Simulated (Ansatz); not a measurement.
Input for Ansatz (an electronic-structure program): R-wB97X-V/def2-TZVPP on HISSi (SMILES S[Si]I), a point of a torsion scan. Elements past Kr take the def2 small-core potentials; no spin–orbit coupling.

Ansatz 0.2 input:
```yaml
crystal:
  periodic: [false, false, false]
  atoms:
    - {symbol: S, position_ang: [-1.33519305, 0.39216271, 0.52643708]}
    - {symbol: Si, position_ang: [0.56615195, 1.01571715, -0.38655274]}
    - {symbol: I, position_ang: [2.10720370, 1.00524949, 1.57014872]}
    - {symbol: H, position_ang: [-1.43993539, -0.67884202, -0.24896884]}
basis:
  gaussian:
    orbitals: def2-TZVPP
hamiltonian:
  xc: {name: wB97X-V}
scf: {lower_state_search: off}
```

Problem. Predict the final total energy.

Solution. -985.9172 hartree.

Problem. How many basis functions does it have, and what does it roughly cost on one machine?

Solution. 148 functions; about 5 core-seconds (a rough figure).
